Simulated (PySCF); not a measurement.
2-methylidenecyclopent-3-en-1-one (C6H6O), SMILES O=C1C(C=CC1)=C.

Geometry optimised at PBE0-D3(BJ)/def2-SVP. Other conformers were not sampled.

Method: PBE0-D3(BJ)/def2-SVP (PySCF).

Frequencies are harmonic and unscaled.

Computed harmonic wavenumbers and intensities:
| mode | ν (cm⁻¹) | IR (km/mol) | moving atoms (share of kinetic energy) |
|---|---|---|---|
| 1 | 114 | 5.8 | C 48 %, H 31 %, O 21 % |
| 2 | 280 | 0.0 | C 71 %, H 25 % |
| 3 | 287 | 3.7 | C 44 %, H 28 %, O 28 % |
| 4 | 415 | 1.3 | H 48 %, C 45 % |
| 5 | 500 | 1.7 | C 48 %, O 33 %, H 19 % |
| 6 | 616 | 5.8 | C 69 %, O 22 %, H 8 % |
| 7 | 650 | 31.8 | H 78 %, C 21 % |
| 8 | 678 | 0.4 | H 50 %, C 48 % |
| 9 | 730 | 0.9 | C 72 %, O 15 %, H 13 % |
| 10 | 790 | 18.2 | C 78 %, H 19 % |
| 11 | 802 | 16.4 | H 77 %, C 23 % |
| 12 | 942 | 2.7 | H 58 %, C 42 % |
| 13 | 947 | 17.6 | H 63 %, C 37 % |
| 14 | 966 | 14.2 | C 51 %, H 49 % |
| 15 | 982 | 10.3 | C 51 %, H 49 % |
| 16 | 999 | 0.8 | H 69 %, C 31 % |
| 17 | 1085 | 23.0 | H 63 %, C 35 % |
| 18 | 1131 | 19.4 | H 51 %, C 48 % |
| 19 | 1141 | 3.2 | H 82 %, C 18 % |
| 20 | 1282 | 17.4 | H 50 %, C 49 % |
| 21 | 1305 | 22.9 | C 72 %, H 26 % |
| 22 | 1358 | 38.0 | H 56 %, C 44 % |
| 23 | 1402 | 6.3 | H 89 %, C 10 % |
| 24 | 1426 | 6.6 | H 67 %, C 32 % |
| 25 | 1665 | 4.7 | C 92 %, H 8 % |
| 26 | 1741 | 23.8 | C 93 % |
| 27 | 1892 | 166.3 | C 65 %, O 35 % |
| 28 | 3065 | 4.1 | H 94 % |
| 29 | 3111 | 1.0 | H 91 %, C 9 % |
| 30 | 3167 | 2.6 | H 95 % |
| 31 | 3224 | 0.1 | H 92 %, C 8 % |
| 32 | 3245 | 5.6 | H 90 %, C 10 % |
| 33 | 3278 | 0.4 | H 89 %, C 11 % |
